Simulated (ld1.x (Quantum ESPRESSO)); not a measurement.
# An all-electron radial function and its pseudo partner (Sc)

Columns: radius, all-electron u(r) and pseudo u(r) of the 4s shell (level -4.30 eV) of scandium in the configuration [Ar] 3d1 4s2 4p0; LDA (PZ), scalar-relativistic, TM scheme, ld1.x (Quantum ESPRESSO) 7.5.

```json
{"r (bohr)": "0.160", "all-electron": "-0.1127", "pseudo": "-0.0153"}
{"r (bohr)": "0.320", "all-electron": "-0.1067", "pseudo": "-0.0314"}
{"r (bohr)": "0.480", "all-electron": "0.0792", "pseudo": "-0.0488"}
{"r (bohr)": "0.640", "all-electron": "0.2185", "pseudo": "-0.0684"}
{"r (bohr)": "0.800", "all-electron": "0.2604", "pseudo": "-0.0910"}
{"r (bohr)": "0.960", "all-electron": "0.2236", "pseudo": "-0.1174"}
{"r (bohr)": "1.120", "all-electron": "0.1393", "pseudo": "-0.1484"}
{"r (bohr)": "1.280", "all-electron": "0.0336", "pseudo": "-0.1845"}
{"r (bohr)": "1.440", "all-electron": "-0.0764", "pseudo": "-0.2260"}
{"r (bohr)": "1.600", "all-electron": "-0.1805", "pseudo": "-0.2724"}
{"r (bohr)": "1.760", "all-electron": "-0.2733", "pseudo": "-0.3225"}
{"r (bohr)": "1.920", "all-electron": "-0.3526", "pseudo": "-0.3740"}
{"r (bohr)": "2.080", "all-electron": "-0.4180", "pseudo": "-0.4241"}
{"r (bohr)": "2.240", "all-electron": "-0.4701", "pseudo": "-0.4697"}
{"r (bohr)": "2.400", "all-electron": "-0.5100", "pseudo": "-0.5081"}
{"r (bohr)": "2.560", "all-electron": "-0.5390", "pseudo": "-0.5377"}
{"r (bohr)": "2.720", "all-electron": "-0.5584", "pseudo": "-0.5579"}
{"r (bohr)": "2.880", "all-electron": "-0.5696", "pseudo": "-0.5695"}
{"r (bohr)": "3.040", "all-electron": "-0.5737", "pseudo": "-0.5737"}
{"r (bohr)": "3.200", "all-electron": "-0.5719", "pseudo": "-0.5719"}
{"r (bohr)": "3.360", "all-electron": "-0.5652", "pseudo": "-0.5652"}
{"r (bohr)": "3.520", "all-electron": "-0.5545", "pseudo": "-0.5545"}
{"r (bohr)": "3.680", "all-electron": "-0.5405", "pseudo": "-0.5405"}
{"r (bohr)": "3.840", "all-electron": "-0.5239", "pseudo": "-0.5239"}
{"r (bohr)": "4.000", "all-electron": "-0.5053", "pseudo": "-0.5053"}
{"r (bohr)": "4.160", "all-electron": "-0.4853", "pseudo": "-0.4853"}
```

Q: How many radial nodes do the two functions have?

A: The all-electron 4s function has n − l − 1 = 3 (the table is too coarse to show those close to the nucleus); the pseudo-wave has 0, since the states of the same l below it are removed with the core.

Q: At about which radius was the pseudo-wave matched?

A: 3.20 bohr. The columns agree to 0.0005 from 2.88 bohr on; several derivatives are matched, so the curves merge somewhat inside the radius.

Q: Is the pseudo-wave norm-conserving?

A: Yes: the TM scheme keeps the norm inside the radius equal to the all-electron one, which fixes the energy derivative of the logarithmic derivative at the level.
